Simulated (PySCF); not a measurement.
**Structure from NMR data**

Molecular formula: C₅H₅NO₂Si. Simulated spectra:

1H NMR (300 MHz, computed): δ 6.57 (s, 1H), 5.12 (s, 3H), 2.74 (s, 1H).

13C{1H} NMR (computed): δ 162.8 (C), 140.1 (C), 111.4 (CH), 87.1 (CH), 77.6 (C).

PySCF 2.14 calculation with GFN2-xTB geometry and shieldings: GIAO PBE0/pcSseg-1; gas phase, no relativistic terms, single conformer, one averaged value for each set of equivalent atoms.

Referencing at the same level of theory: 1H and 13C against TMS.

Q: Deduce the structure.

A: 
Rings plus π bonds: 5 (1 ring in the answer). 5 carbon signals for 5 carbons: no two carbons are equivalent. Carbon types of the structure: 3 × C, 2 × CH, leaving 3 H on heteroatoms. δC 162.8: aromatic carbon bearing oxygen; an ipso carbon deshielded by its heteroatom. δC 140.1: substituted aromatic carbon next to the ring oxygen. δC 111.4: aromatic CH next to a ring nitrogen; resonance donation from the substituent shields this position. δC 87.1: terminal alkyne carbon; sp carbons lie upfield of alkene carbons because the cylindrical π system leaves one tensor component strongly shielded. δC 77.6: alkyne carbon; the triple bond shields along its axis, which puts it between sp3 and sp2 carbons. δH 6.57: hydrogen on an aromatic CH next to a ring nitrogen; π donation from the O or N substituent shields it against benzene. δH 2.74: hydrogen on a terminal alkyne carbon; it lies on the axis of the triple bond, in its shielding cone.

Structure: `c1(C#C)ncc(O[SiH3])o1`.

This is the structure that produced the data.

Shifts are as computed. Against solution values, carbons near 30 ppm lie about +3 ppm off and those near 130 ppm about +5 ppm. Of 1211 compounds with measured shifts, 218 miss one by over three times the rms of a fit or turn the order of signals round; such compounds aren't used in these exercises. No couplings were computed; multiplicities are counted from neighbouring protons, with m where these are inequivalent, close in shift, in a saturated or five-membered ring or joined by F or P, and br s for small geminal =CH2 splittings.
